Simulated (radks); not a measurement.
Results of a calculation; reference values are marked as such.
Problem. The mean radii <r> (bohr) of the occupied orbitals of an atom or ion are listed with their occupations. Level of theory: Dirac Kohn-Sham, PBE, spin-unpolarised, spherical densities, finite nucleus; Fermi nuclear charge, rms radius of each element as measured or else 0.836 A^(1/3) + 0.57 fm (a radial shooting solver on a logarithmic mesh with Libxc functionals).

orbital  occ.      <r>
1s1/2       2  0.05846
2s1/2       2   0.2667
2p1/2       2   0.2335
2p3/2       4   0.2365
3s1/2       2   0.8050
3p1/2       2   0.8415
3p3/2       4   0.8505
3d3/2       4    1.027
3d5/2       1    1.032
4s1/2       2    2.566

Name the element and its charge. Open shells, if any, fill j = l - 1/2 first.

Solution. Z = 26, iron, charge +1: Fe+ in [Ar] 3d5 4s2. The 1s radius gives Z: for a bare nucleus <r> = (2 gamma + 1)/(2Z) with gamma = sqrt(1 - (Z/c)^2), 0.05699 bohr for Z = 26, and screening makes it slightly larger (0.05846 here). The occupations add up to 25, and the charge is Z minus that.
